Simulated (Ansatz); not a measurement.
A single point on `C=C(N)S[SiH3]`.

```yaml
crystal:
  periodic: [false, false, false]
  atoms:
    - {symbol: C, position_ang: [-1.586473, 0.741140, 1.224306]}
    - {symbol: C, position_ang: [-0.394495, 0.392655, 0.739578]}
    - {symbol: N, position_ang: [0.322294, -0.739468, 1.100003]}
    - {symbol: S, position_ang: [0.386095, 1.374106, -0.513328]}
    - {symbol: Si, position_ang: [0.966658, -0.192957, -1.857892]}
    - {symbol: H, position_ang: [-2.143548, 1.559335, 0.793287]}
    - {symbol: H, position_ang: [-2.026105, 0.200001, 2.054910]}
    - {symbol: H, position_ang: [1.312146, -0.584495, 1.223794]}
    - {symbol: H, position_ang: [-0.083740, -1.260862, 1.863509]}
    - {symbol: H, position_ang: [1.385760, 0.532667, -3.084132]}
    - {symbol: H, position_ang: [-0.179355, -1.087691, -2.147585]}
    - {symbol: H, position_ang: [2.117662, -0.989331, -1.362449]}
basis:
  gaussian: {orbitals: def2-TZVPP}
hamiltonian: {xc: pbe}
correlation: {method: rpa}
```

```sh
$ ansatz run in.yaml --threads 4 --pin off --events-out ev --progress --plain
```

Output, abridged:

```
Functional definition: PBE
1600 factors; integrals over basis functions are off by at most 1.1e-3 eV
mean field evaluation 1: about -22365.1077 eV, gradient 8.0e1 eV
mean field evaluation 2: about -22365.0976 eV, gradient 8.0e1 eV
mean field evaluation 4: about -22375.6706 eV, gradient 3.5e1 eV
mean field evaluation 8: about -22379.6144 eV, gradient 1.3e0 eV
mean field evaluation 16: about -22379.6171 eV, gradient 5.6e-4 eV
mean field -22379.61713564 eV, -822.4357602854 hartree, gradient 5.2e-6 eV, S^2 0.000000; 0 other end points of the search recorded, 0 dependent functions left out
13 core orbitals not correlated: weight in the atoms' cores, before any rotation towards them, 1.000 or more for the frozen orbitals, at most 0.000 for the correlated occupied ones
reference -22333.27948015 eV, -820.7328828548 hartree; 15, 15 occupied and 247, 247 virtual orbitals, 1600 factors
Total energy: -22371.94674876 eV, -822.1538787668 hartree
```

It took 4.2 s on 4 threads of a server CPU on a shared host, with 0.78 GiB of host memory at the peak.
